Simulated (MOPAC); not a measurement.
Job for MOPAC: AM1 on H2O2Pb (SMILES [OH][Pb][OH]), a point of a bond scan (R = 1.063 Å).

```
AM1 1SCF PRECISE CHARGE=0 THREADS=1
H2O2Pb

Pb     0.05784747 1    -0.14199193 1     0.22381656 1
O      1.14579287 1     1.30947280 1    -0.81344033 1
H      0.59588890 1     1.65045247 1    -1.65699658 1
O     -1.53296568 1     0.01324847 1    -1.15853494 1
H     -2.29199006 1    -0.55788612 1    -0.99684579 1
```

It printed:

```
*******************************************************************************
 **                                                                           **
 **                              MOPAC v23.2.5                                **
 **                                                                           **
 *******************************************************************************
 ** MOPAC's Digital Object Identifier: https://doi.org/10.5281/zenodo.6511958 **
 **                                                                           **
 ** Please cite the open-source release paper for use of this MOPAC version:  **
 ** J. E. Moussa and J. J. P. Stewart (2026)                                  **
 ** MOPAC: An open-source semiempirical molecular orbital program             **
 ** J. Open Source Softw., 11(119), 8025, https://doi.org/10.21105/joss.08025 **
 *******************************************************************************

                              AM1 CALCULATION RESULTS

 *******************************************************************************
 *  AM1        - The AM1 Hamiltonian to be used
 *
 *
 *
 *                 CHARGE ON SYSTEM = 0
 *
 *
 *
 *  PRECISE    - TIGHTER CRITERIA TO BE USED
 *  1SCF       - DO 1 SCF AND THEN STOP
 *  THREADS=1  - MULTI-THREADING NOT USED
 *  T=         - A TIME OF 172800.0 SECONDS REQUESTED
 *  DUMP=N     - RESTART FILE WRITTEN EVERY 7200.0 SECONDS REQUESTED
 *******************************************************************************
AM1 1SCF PRECISE CHARGE=0 THREADS=1
 H2O2Pb

   ATOM   CHEMICAL          X               Y               Z
  NUMBER   SYMBOL      (ANGSTROMS)     (ANGSTROMS)     (ANGSTROMS)

     1      Pb          0.05784747  *  -0.14199193  *   0.22381656  *
     2       O          1.14579287  *   1.30947280  *  -0.81344033  *
     3       H          0.59588890  *   1.65045247  *  -1.65699658  *
     4       O         -1.53296568  *   0.01324847  *  -1.15853494  *
     5       H         -2.29199006  *  -0.55788612  *  -0.99684579  *



          CARTESIAN COORDINATES

    NO.       ATOM           X           Y           Z

     1        Pb          0.0578     -0.1420      0.2238
     2         O          1.1458      1.3095     -0.8134
     3         H          0.5959      1.6505     -1.6570
     4         O         -1.5330      0.0132     -1.1585
     5         H         -2.2920     -0.5579     -0.9968

  H: (AM1): M.J.S. DEWAR ET AL, J. AM. CHEM. SOC. 107 3902-3909 (1985)
  O: (AM1): M.J.S. DEWAR ET AL, J. AM. CHEM. SOC. 107 3902-3909 (1985)
 Pb: (AM1): J. J. P. STEWART, J. MOL. MOD., 10, 155-164 (2004)

           Empirical Formula: H2 O2 Pb  =     5 atoms



      MOLECULAR POINT GROUP   :   Cs


      RHF CALCULATION, NO. OF DOUBLY OCCUPIED LEVELS = 9


 -------------------------------------------------------------------------------
 AM1 1SCF PRECISE CHARGE=0 THREADS=1
 H2O2Pb



     1SCF WAS SPECIFIED, SO BFGS WAS NOT USED
     SCF FIELD WAS ACHIEVED


                              AM1 CALCULATION
                                                       MOPAC v23.2.5 Linux




          FINAL HEAT OF FORMATION =        -59.84636 KCAL/MOL =    -250.39719 KJ/MOL


          COSMO AREA              =         98.65 SQUARE ANGSTROMS
          COSMO VOLUME            =         82.92 CUBIC ANGSTROMS

          IONIZATION POTENTIAL    =          9.763432 EV
          HOMO LUMO ENERGIES (EV) =         -9.763 -0.979
          NO. OF FILLED LEVELS    =          9
          MOLECULAR WEIGHT        =        241.2146         POINT GROUP:  Cs

          MOLECULAR DIMENSIONS (Angstroms)

            Atom       Atom       Distance
            H     5    O     2     3.91651
            H     3   Pb     1     2.34630
           Pb     1    O     4     0.00000


          SCF CALCULATIONS        =          1





   ATOM   CHEMICAL          X               Y               Z
  NUMBER   SYMBOL      (ANGSTROMS)     (ANGSTROMS)     (ANGSTROMS)

     1      Pb          0.05784747  *  -0.14199193  *   0.22381656  *
     2       O          1.14579287  *   1.30947280  *  -0.81344033  *
     3       H          0.59588890  *   1.65045247  *  -1.65699658  *
     4       O         -1.53296568  *   0.01324847  *  -1.15853494  *
     5       H         -2.29199006  *  -0.55788612  *  -0.99684579  *

                             CARTESIAN COORDINATES

   1   Pb        0.057847470    -0.141991930     0.223816560
   2    O        1.145792870     1.309472800    -0.813440330
   3    H        0.595888900     1.650452470    -1.656996580
   4    O       -1.532965680     0.013248470    -1.158534940
   5    H       -2.291990060    -0.557886120    -0.996845790


           Empirical Formula: H2 O2 Pb  =     5 atoms



      MOLECULAR POINT GROUP   :   Cs


                  EIGENVALUES
 -33.78620 -32.74029 -18.42891 -15.23153 -14.22183 -11.26123 -10.81478 -10.31580
  -9.76343  -0.97928  -0.32749   0.25454   6.17296   6.91813


              NET ATOMIC CHARGES AND DIPOLE CONTRIBUTIONS

  ATOM NO.   TYPE          CHARGE      No. of ELECS.   s-Pop       p-Pop
    1         Pb           1.099343        2.9007     1.90020     1.00045
    2          O          -0.728343        6.7283     1.87182     4.85652
    3          H           0.208086        0.7919     0.79191
    4          O          -0.757250        6.7573     1.85693     4.90032
    5          H           0.178165        0.8218     0.82183
 DIPOLE           X         Y         Z       TOTAL
 POINT-CHG.     0.507    -4.207     5.732     7.128
 HYBRID        -1.182     1.015    -2.172     2.673
 SUM           -0.675    -3.192     3.560     4.829


          ATOMIC ORBITAL ELECTRON POPULATIONS

     Atom    s        px        py        pz
    1 Pb   1.90020   0.26232   0.33813   0.40000
    2  O   1.87182   1.66384   1.74726   1.44543
    3  H   0.79191
    4  O   1.85693   1.42614   1.64086   1.83333
    5  H   0.82183

 **********************
 *                    *
 * JOB ENDED NORMALLY *
 *                    *
 **********************




 == MOPAC DONE ==
```

The run finished.

Cost: very roughly 0.04 core-seconds.
